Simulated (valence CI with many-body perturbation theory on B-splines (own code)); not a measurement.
# E1 transitions of Au73+

Level of theory: configuration interaction combined with many-body perturbation theory (CI+MBPT): four valence electrons over a frozen Dirac-Fock core [He], a basis of 11 s, 11 p, 9 d, 7 f, 5 g, 2 h, 1 i functions for each j, with the one-electron correlation potential Σ1 (screened to all orders), the two-electron term Σ2, the three-electron term Σ3, Breit, model QED; selected single and double excitations, second order for the rest (own B-spline code, finite nucleus).

No measured spectrum was set against this ion. As an estimate, large intervals hold to a few tenths of a per cent, small ones and those within an open d or f shell to about a per cent. Among the levels kept, up to 300 cm⁻¹ of a level comes from second order outside the variational space, and about a tenth of that is noise between levels of different J, which matters for small intervals.

Lines 151 to 200 of 255 in falling wavelength, among levels below 15396 eV, chosen from the strongest by gf and those to the six lowest levels. Wavelengths and rates use the calculated energies. Electric multipoles are in the length gauge, E1 and E2 with the static RPA response of the core. Weak lines are less certain than strong ones. Lines between different terms over intervals too small for the method are left out, as are lines whose strength nearly cancels. The highest levels of a list are the least certain.

Levels are named by their leading jj configuration (3d3/2^4 stands for four electrons in 3d with j = 3/2), which in mixed levels can hold well under half, so a name can repeat and another be missing. Letters in brackets count levels of one name in rising energy.

```csv
λ vac (nm),Upper,Lower,A (s⁻¹),log gf,Branch %
0.1112,(2s^2 2p1/2 3d5/2) J=3,(2s^2 2p1/2 2p3/2) J=2,1.99e+15,0.41,100.0
0.1111,(2s 2p1/2^2 3d5/2) J=2,(2s 2p1/2^2 2p3/2) J=2,1.59e+14,-0.83,8.1
0.1110,(2s^2 2p1/2 3d5/2) J=2,(2s^2 2p1/2 2p3/2) J=1,1.79e+15,0.22,89.7
0.1110,(2s^2 2p3/2 3d5/2) J=2,(2s^2 2p3/2^2) J=2,1.12e+15,0.02,95.6
0.1109,(2s 2p1/2 2p3/2 3p3/2) J=2 [a],(2s^2 2p3/2^2) J=2,3.57e+14,-0.48,50.0
0.1108,(2s 2p1/2 2p3/2 3d5/2) J=3 [b],(2s 2p1/2 2p3/2^2) J=2 [a],2.26e+14,-0.54,11.6
0.1108,(2s^2 2p3/2 3d5/2) J=3,(2s^2 2p3/2^2) J=2,3.19e+15,0.61,99.2
0.1107,(2s^2 2p3/2 3d5/2) J=1,(2s^2 2p3/2^2) J=2,1.81e+14,-1.00,8.2
0.1106,(2s 2p1/2 2p3/2 3p3/2) J=2 [b],(2s^2 2p3/2^2) J=2,1.78e+13,-1.79,4.4
0.1106,(2s 2p1/2 2p3/2 3d5/2) J=4 [c],(2s 2p1/2 2p3/2^2) J=3,6.90e+14,0.06,95.7
0.1105,(2s 2p1/2 2p3/2 3p3/2) J=3 [b],(2s^2 2p3/2^2) J=2,1.31e+14,-0.78,25.7
0.1104,(2s 2p1/2^2 3p3/2) J=2,(2s^2 2p1/2 2p3/2) J=2,5.06e+12,-2.33,7.9
0.1102,(2s 2p1/2^2 3p3/2) J=2,(2s^2 2p1/2 2p3/2) J=1,5.40e+13,-1.31,84.3
0.1102,(2s 2p1/2 2p3/2 3d5/2) J=3 [c],(2s 2p1/2 2p3/2^2) J=2 [a],4.32e+14,-0.26,82.3
0.1099,(2s 2p1/2 2p3/2 3p3/2) J=3 [c],(2s^2 2p3/2^2) J=2,2.74e+13,-1.46,8.5
0.1097,(2s 2p1/2 2p3/2 3p3/2) J=2 [d],(2s^2 2p3/2^2) J=2,7.15e+12,-2.19,2.3
0.1027,(2s 2p1/2 2p3/2 3s) J=2 [b],(2s 2p1/2^2 2p3/2) J=1,9.22e+12,-2.14,2.2
0.1025,(2s 2p1/2 2p3/2 3s) J=2 [a],(2s 2p1/2^2 2p3/2) J=2,4.46e+13,-1.45,21.3
0.1022,(2s 2p1/2 2p3/2 3s) J=1 [a],(2s 2p1/2^2 2p3/2) J=2,5.83e+13,-1.56,13.5
0.1022,(2s 2p1/2 2p3/2 3s) J=0,(2s 2p1/2^2 2p3/2) J=1,7.34e+13,-1.94,15.2
0.1022,(2s 2p1/2 2p3/2 3s) J=1 [b],(2s 2p1/2^2 2p3/2) J=1,6.75e+13,-1.50,14.4
0.1021,(2s 2p1/2 2p3/2 3s) J=3,(2s 2p1/2^2 2p3/2) J=2,7.39e+13,-1.09,31.2
0.1021,(2s 2p1/2 2p3/2 3s) J=1 [c],(2s 2p1/2^2 2p3/2) J=1,9.85e+12,-2.34,4.8
0.1021,(2s 2p1/2 2p3/2 3s) J=2 [c],(2s 2p1/2^2 2p3/2) J=1,5.42e+13,-1.37,22.4
0.1019,(2s^2 2p1/2 3s) J=1,(2s^2 2p1/2^2) J=0,6.90e+13,-1.49,17.8
0.1019,(2s 2p1/2 2p3/2 3s) J=2 [b],(2s 2p1/2^2 2p3/2) J=2,2.92e+13,-1.64,7.0
0.1016,(2s^2 2p3/2 3s) J=2,(2s^2 2p1/2 2p3/2) J=2,4.50e+13,-1.46,18.1
0.1016,(2s^2 2p3/2 3s) J=1,(2s^2 2p1/2 2p3/2) J=2,7.13e+13,-1.48,15.1
0.1015,(2s^2 2p3/2 3s) J=2,(2s^2 2p1/2 2p3/2) J=1,3.80e+13,-1.53,15.3
0.1014,(2s^2 2p3/2 3s) J=1,(2s^2 2p1/2 2p3/2) J=1,1.71e+13,-2.10,3.6
0.09954,(2s^2 2p3/2 3p3/2) J=1,(2s 2p1/2^2 2p3/2) J=1,6.20e+12,-2.56,36.2
0.09928,(2s^2 2p3/2 3p3/2) J=2,(2s 2p1/2^2 2p3/2) J=1,4.03e+12,-2.53,25.2
0.09902,(2s 2p1/2 2p3/2 3p1/2) J=1 [a],(2s^2 2p1/2 2p3/2) J=2,6.18e+13,-1.56,25.1
0.09887,(2s 2p1/2 2p3/2 3p1/2) J=1 [a],(2s^2 2p1/2 2p3/2) J=1,1.80e+14,-1.10,73.4
0.09879,(2s^2 2p3/2 3p3/2) J=3,(2s 2p1/2^2 2p3/2) J=2,6.42e+12,-2.18,44.4
0.09879,(2s 2p1/2 2p3/2 3p1/2) J=2 [a],(2s^2 2p1/2 2p3/2) J=1,4.59e+14,-0.47,99.1
0.09872,(2p1/2^2 2p3/2 3p1/2) J=1,(2s 2p1/2^2 2p3/2) J=1,1.89e+14,-1.08,16.2
0.09871,(2p1/2^2 2p3/2 3p1/2) J=2,(2s 2p1/2^2 2p3/2) J=1,5.42e+14,-0.40,47.0
0.09868,(2s 2p1/2 2p3/2 3p1/2) J=3,(2s^2 2p1/2 2p3/2) J=2,6.58e+14,-0.17,99.4
0.09857,(2s 2p1/2^2 3p1/2) J=1,(2s^2 2p1/2^2) J=0,7.07e+14,-0.51,99.3
0.09852,(2s^2 2p3/2 3p3/2) J=2,(2s 2p1/2^2 2p3/2) J=2,3.40e+12,-2.61,21.3
0.09833,(2s 2p1/2 2p3/2 3p1/2) J=2 [b],(2s^2 2p1/2 2p3/2) J=2,3.70e+14,-0.57,85.0
0.09819,(2s 2p1/2 2p3/2 3p1/2) J=2 [b],(2s^2 2p1/2 2p3/2) J=1,6.04e+13,-1.36,13.9
0.09805,(2s 2p1/2 2p3/2 3p1/2) J=1 [b],(2s^2 2p1/2 2p3/2) J=2,1.83e+14,-1.10,29.3
0.09803,(2s 2p1/2 2p3/2 3p1/2) J=2 [c],(2s^2 2p1/2 2p3/2) J=2,2.78e+14,-0.70,66.8
0.09797,(2p1/2^2 2p3/2 3p1/2) J=1,(2s 2p1/2^2 2p3/2) J=2,9.53e+14,-0.39,81.9
0.09796,(2p1/2^2 2p3/2 3p1/2) J=2,(2s 2p1/2^2 2p3/2) J=2,5.89e+14,-0.37,51.1
0.09792,(2s 2p1/2 2p3/2 3p1/2) J=0,(2s^2 2p1/2 2p3/2) J=1,6.54e+14,-1.03,95.9
0.09791,(2s 2p1/2 2p3/2 3p1/2) J=1 [b],(2s^2 2p1/2 2p3/2) J=1,4.15e+14,-0.75,66.3
0.09789,(2s 2p1/2 2p3/2 3p1/2) J=2 [c],(2s^2 2p1/2 2p3/2) J=1,1.11e+14,-1.10,26.8
```
